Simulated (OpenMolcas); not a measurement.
# N3+: effect of the active space

- Program: OpenMolcas 26.06
- Method: SS-CASPT2, IPEA 0.25 Eh, imaginary shift 0.1 Eh
- Basis: ANO-RCC-VTZP
- Scalar Hamiltonian: DKH3, point nucleus
- Spin-orbit coupling: state interaction with AMFI integrals over the reference wave functions, term energies averaged over their components

A. 2 electrons in 4 orbitals (2s 2p); 2S+1 = 3 even, 3 roots; 2S+1 = 1 even, 7 roots; 2S+1 = 3 odd, 3 roots; 2S+1 = 1 odd, 3 roots; closed shells correlated: 1s; CASPT2 step roughly 1 core-seconds
B. 2 electrons in 8 orbitals (2s 2p 3s 3p); 2S+1 = 3 even, 3 roots; 2S+1 = 1 even, 6 roots; 2S+1 = 3 odd, 3 roots; 2S+1 = 1 odd, 3 roots; closed shells correlated: 1s; CASPT2 step roughly 2.6 core-seconds

Energies in cm-1 above 2s2 1S0, the measured ground level; measured values from Moore, Selected Tables of Atomic Spectra, NSRDS-NBS 3, section 4.

| Level | A | B | Measured |
| --- | --- | --- | --- |
| 2s2 1S0 | 0.0 | 0.0 | 0.0 |
| 2s 2p 3P* 0 | 67226 | 67222 | 67209 |
| 2s 2p 3P* 1 | 67296 | 67292 | 67272 |
| 2s 2p 3P* 2 | 67436 | 67433 | 67416 |
| 2s 2p 1P* 1 | 132925 | 132808 | 130694 |
| 2p2 3P0 | 175911 | 175868 | 175535 |
| 2p2 3P1 | 175981 | 175936 | 175608 |
| 2p2 3P2 | 176117 | 176073 | 175733 |
| 2p2 1D2 | 190542 | 190383 | 188882 |

Deviations, from unrounded energies. A percentage is the sum of absolute deviations over the sum of measured energies, with the sign that they share, or ± where signs differ.

| Against measurement | Levels | A | B |
| --- | --- | --- | --- |
| mean absolute deviation (cm-1) | 8 | 640 | 580 |
| other configurations (%) | 8 | +0.5 | +0.4 |

B lies closest to measurement on these levels. The largest miss of B in the table is 2s 2p 1P* 1, by +2100 cm-1. The ranking rests on the paired levels alone, and a cruder setting can come out closer through cancelling errors.

Between A and B the level of the table that moves most is 2p2 1D2, by 160 cm-1 (lowest in B, highest in A).

Active for correlation alone: 3p 3s; no level in the range computed is led by a configuration that fills them, so any true level of that kind is missing (holds for B). Computed and measured levels are paired by configuration, term and J; levels that our copy of the source lacks, or whose pairing is in doubt (as where it misses far off the trend of its configuration), stay unpaired and out of the deviations. Levels of configurations outside the active space are missing. The table leaves out levels that lie high or whose names do not pair safely across all columns.

* marks odd parity.
